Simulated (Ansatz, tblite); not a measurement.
Cost and result up the ladder for B(NCMe)H3 (C2H6BN) (10 atoms). The state is a singlet with charge 0. Geometry: r2SCAN-D4/def2-SVP.

```
atom   x (Å)   y (Å)   z (Å)
  B1   1.393   0.825   1.314
  N2   0.373   0.221   0.353
  C3  -0.400  -0.237  -0.377
  C4  -1.366  -0.809  -1.289
  H5  -2.033  -1.500  -0.751
  H6  -0.851  -1.364  -2.088
  H7  -1.975  -0.014  -1.745
  H8   2.066   1.602   0.650
  H9   2.048  -0.114   1.748
 H10   0.745   1.389   2.185
```

Ansatz on 4 threads of Intel Xeon on a shared host; xTB runs through tblite on one thread. Times are rough, summed over both states, and most runs start from the orbitals of an earlier one. PBE0-D4/def2-TZVP serves as the yardstick here, not as an exact answer. The other state is a doublet.

The xTB rows come from tblite.

Run but left out: PBE-D4/def2-TZVP (charge +1 doublet: an occupied level 0.02 eV above an empty one).

Raw xTB energies of ions are shifted by several eV.

```
              level  functions  wall time  vertical IE (eV)  difference from PBE0-D4/def2-TZVP (eV)
           GFN2-xTB         22     0.02 s             13.14                                    3.19
           GFN1-xTB         28    0.031 s             14.46                                    4.52
r2SCAN-D4/def2-TZVP        160       13 s              9.82                                   -0.13
  PBE0-D4/def2-TZVP        160       14 s              9.95                                    0.00
```
